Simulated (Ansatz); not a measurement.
`C[O][Hf]([F])([Cl])[S]C` + `N[SiH2][SiH3]` → `CN[SiH2][SiH3]` + `C[S][Hf]([OH])([F])[Cl]`  (substitution at a C–O bond)

Gas-phase electronic energies from Ansatz, PBE0-D4/def2-TZVP geometries. CCSD(T)/CBS adds triple-zeta CCSD(T) − MP2 to the extrapolated MP2 energy (def2 sets, frozen cores). This one scheme is used for every species. DFT in def2-TZVPP. def2 core potentials past Kr. For Hf outer-core shells are correlated without core-valence functions, which leaves a few kJ/mol of doubt a bond. Each species was taken in one conformer, which may not be the lowest.

```csv
level,ΔE (kJ/mol)
PBE,-2.2
HF/def2-QZVPP,2.5
```

Question: What does CCSD(T)/CBS give? (Estimate.)

Answer: Computed: -2.0 kJ/mol. The listed levels differ from it by -0.2, 4.5 kJ/mol.

Largest T1 diagnostic among the species: 0.015.
